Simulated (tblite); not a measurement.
Isomers of C5H2NO (doublet state). Computed with GFN2-xTB (tblite): harmonic, unscaled wavenumbers at the GFN2-xTB geometry, gas phase. Errors from tens to a few hundred cm⁻¹ against measured bands are possible. One conformer each. Open shells enter through the occupations alone, without spin polarisation, and single modes of such species can be off by tens of per cent.

Electronic energies: GFN2-xTB at the same geometries; isomer energies are rough at this level and their order can be wrong.

```
      SMILES  electronic energy, lowest = 0 (kcal/mol)
[C]#Cc1cnco1                                      15.3
N#Cc1[c]cco1                                       0.0
C#Cc1cn[c]o1                                      10.0
```

**Question.** How do GFN2-xTB zero-point energies change the relative energies?

**Answer.** 
```csv
SMILES,ZPE (kcal/mol),of it from modes above 1550 cm⁻¹,electronic (kcal/mol),"with ZPE, lowest = 0 (kcal/mol)",lowest mode (cm⁻¹),rings
N#Cc1[c]cco1,34.2,12.5,0.0,0.0,154,1
C#Cc1cn[c]o1,33.1,14.8,10.0,8.9,144,1
[C]#Cc1cnco1,33.8,12.0,15.3,14.8,134,1
```

The zero-point energies span 1.1 kcal/mol, from `C#Cc1cn[c]o1` to `N#Cc1[c]cco1`. The order is unchanged.

**Question.** What do entropy and thermal enthalpy add at 298.15 K and 1 bar (rigid rotor, harmonic oscillator, one conformer each)?

**Answer.** 
| SMILES | point group | symmetry number | S (cal/(mol K)) | H − H(0) (kcal/mol) | ZPE + H − H(0) − TS (kcal/mol) |
| --- | --- | --- | --- | --- | --- |
| N#Cc1[c]cco1 | Cs | 1 | 76.5 | 4.02 | 15.5 |
| C#Cc1cn[c]o1 | Cs | 1 | 77.8 | 4.27 | 14.2 |
| [C]#Cc1cnco1 | C1 | 1 | 77.1 | 4.10 | 14.9 |

S holds R ln(2S + 1) for the spin.
